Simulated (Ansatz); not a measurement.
CH4BF (SMILES CBF) moved off its minimum; all values from Ansatz (an electronic-structure program), cores frozen in correlated methods.
(charge 0, multiplicity 1)
```xyz
7

B     -0.16821    -0.43710     0.15978
H     -0.87119    -1.43212     0.44788
F      0.94102    -0.40518     0.73060
C     -0.70764     0.70130    -0.79767
H     -1.61832     1.14083    -0.44912
H     -0.92494     0.29950    -1.72803
H      0.07032     1.54669    -0.93187
```

Problem. Give the forces (eV/Å), the total energy and the dipole at CCSD(T)/cc-pVTZ.

Solution. 
```tsv
atom	Fx	Fy	Fz
B1	-4.700	-0.865	-1.364
H2	0.430	0.728	-0.400
F3	3.888	0.358	1.703
C4	2.648	1.608	1.505
H5	-0.666	0.263	0.459
H6	-0.400	-0.849	-2.051
H7	-1.201	-1.244	0.149
```
Energy -165.0038 hartree, dipole 0.87 D.
